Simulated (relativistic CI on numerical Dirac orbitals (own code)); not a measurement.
# Cu4+ (3d7) in a crystal field

Calculated by Dirac-Coulomb-Breit CI, separate exchange-only KLI orbitals for each configuration, model QED, valence Slater integrals scaled by 0.85, one configuration in a parametric crystal field (own radial code).

Field parameters in Wybourne normalisation: D3d B²₀ = −7Dσ, B⁴₀ = −14Dq − 21Dτ, B⁴₃ = −14√(10/7) Dq. The field is a parameter set, without covalency.

S is read from ⟨S²⟩ = S(S + 1).

Levels (cm⁻¹, degeneracy): 0 (2), 31 (2), 182 (2), 946 (2), 977 (2), 1998 (2), 2786 (2), 2800 (2), 22102 (2), 22266 (2), 22834 (2), 23112 (2).

Q: Which field gives this pattern?
A. D3d, 10Dq = 25650, Dσ = 760, Dτ = -150 cm⁻¹
B. D3d, 10Dq = 25650, Dσ = 980, Dτ = -150 cm⁻¹
C. D3d, 10Dq = 25650, Dσ = 1200, Dτ = -150 cm⁻¹
D. D3d, 10Dq = 25650, Dσ = -760, Dτ = -150 cm⁻¹

A: B. D3d, 10Dq = 25650, Dσ = 980, Dτ = -150 cm⁻¹, ground level with S = 1.08.
